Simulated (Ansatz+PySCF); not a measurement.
Results of a calculation; reference values are marked as such.
Input for Ansatz (development build ahead of 0.2.0):

```yaml
crystal:
  periodic: [false, false, false]
  atoms:
    - { symbol: Be, position_ang: [2.1, 0.0, 0.0] }
    - { symbol: Be, position_ang: [1.05, 1.81865, 0.0] }
    - { symbol: Be, position_ang: [-1.05, 1.81865, 0.0] }
    - { symbol: Be, position_ang: [-2.1, 0.0, 0.0] }
    - { symbol: Be, position_ang: [-1.05, -1.81865, 0.0] }
    - { symbol: Be, position_ang: [1.05, -1.81865, 0.0] }
basis:
  gaussian: { orbitals: "6-31G" }
hamiltonian:
  xc: hf
output:
  forces: true
```

The input is written out in the form of the current development build from the run's settings.

Results

| Property | Result |
| --- | --- |
| Converged | yes |
| Total energy | -87.54808 hartree |

Forces (eV/Å):
```tsv
atom	Fx	Fy	Fz
Be1	0.435	0.000	0.000
Be2	0.218	0.377	0.000
Be3	-0.218	0.377	0.000
Be4	-0.435	0.000	0.000
Be5	-0.218	-0.377	0.000
Be6	0.218	-0.377	0.000
```
